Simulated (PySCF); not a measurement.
System: Si2H3, net charge 0, doublet state. It need not be the lowest isomer of its formula. SMILES: [Si][SiH3]
Geometry: optimised at B3LYP-D3(BJ)/def2-TZVP (Ansatz).

Dispersion corrections to the total energy (kcal/mol) from the dftd3 and dftd4 libraries through PySCF: D3(BJ) without and D4 with the three-body term, each with the damping fitted for the functional named.

```
functional  D3(BJ)     D4
----------  ------  -----
PBE          -2.16  -2.15
HF          -19.08  -7.24
CAM-B3LYP    -1.99  -1.86
r2SCAN           …  -0.46
PW6B95       -1.45  -1.76
LC-wPBE      -2.30      …
B3LYP        -4.21      …
```

Problem. Some entries are withheld; supply them.

Solution. 
- r2SCAN, D3(BJ): -0.57
- LC-wPBE, D4: -2.44
- B3LYP, D4: -3.53
